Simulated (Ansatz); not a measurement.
```yaml
crystal:
  periodic: [false, false, false]
  atoms:
    - {symbol: F, position_ang: [1.659298, -1.712691, 1.333495]}
    - {symbol: Al, position_ang: [1.656707, -0.216727, 0.410517]}
    - {symbol: Cl, position_ang: [0.042350, -0.729600, -1.497180]}
    - {symbol: Al, position_ang: [-1.469638, 0.349757, -0.551254]}
    - {symbol: F, position_ang: [-1.643576, 2.091623, -1.072370]}
    - {symbol: Cl, position_ang: [-0.134690, 0.983122, 1.564141]}
    - {symbol: H, position_ang: [2.316452, 0.669862, -0.039299]}
    - {symbol: H, position_ang: [-2.573031, -0.452638, -0.444167]}
basis:
  gaussian: {orbitals: ANO-RCC-VTZP, fitting: {mean_field: cc-pVTZ-jkfit}, final_grid: {core_spheres: 5, valence_spheres: 4, degree: 11}}
hamiltonian: {xc: {name: PBEsol}, pseudopotentials: {relativity: scalar}}
output: {forces: true}
```

```sh
$ ansatz run in.yaml --threads 4 --pin off --events-out ev --progress --plain --max-ram 10444MiB
```

Shortened log:

```
Functional definition: PBEsol
702 factors; integrals over basis functions are off by at most 1.2e0 eV
mean field evaluation 1: about -43712.7469 eV, gradient 5.8e1 eV
mean field evaluation 2: about -43669.5557 eV, gradient 1.8e2 eV
mean field evaluation 4: about -43718.3244 eV, gradient 8.2e0 eV
mean field evaluation 8: about -43718.4429 eV, gradient 1.3e-1 eV
mean field evaluation 16: about -43718.4407 eV, gradient 2.4e-4 eV
mean field -43718.44065399 eV, -1606.6230606109 hartree, gradient 3.7e-5 eV, S^2 0.000000; 0 other end points of the search recorded, 0 dependent functions left out
reference -43718.44073354 eV, -1606.6230635341 hartree; 40, 40 occupied and 184, 184 virtual orbitals, 702 factors
Total energy: -43718.44073354 eV, -1606.6230635341 hartree
Relativity: scalar
Atom 0 at     1.659298    -1.712691     1.333495 Å, force     0.412651     1.706823    -1.242972 eV/Å
Atom 1 at     1.656707    -0.216727     0.410517 Å, force    -8.733049    -9.519225     5.783863 eV/Å
Atom 2 at     0.042350    -0.729600    -1.497180 Å, force     1.940916    -0.675712    -0.217804 eV/Å
Atom 3 at    -1.469638     0.349757    -0.551254 Å, force     2.302905     6.294839     0.336480 eV/Å
Atom 4 at    -1.643576     2.091623    -1.072370 Å, force     0.322115    -2.687957     0.698236 eV/Å
Atom 5 at    -0.134690     0.983122     1.564141 Å, force     0.231104    -1.050411    -1.465401 eV/Å
Atom 6 at     2.316452     0.669862    -0.039299 Å, force     7.074093     8.332837    -4.494552 eV/Å
Atom 7 at    -2.573031    -0.452638    -0.444167 Å, force    -3.550735    -2.401195     0.602150 eV/Å
Dipole moment:     0.507327    -0.327194    -0.180902 e Å
```

Run time 2.7 s (4 threads of an Arm Neoverse V2 on a shared host); peak host memory 0.39 GiB.
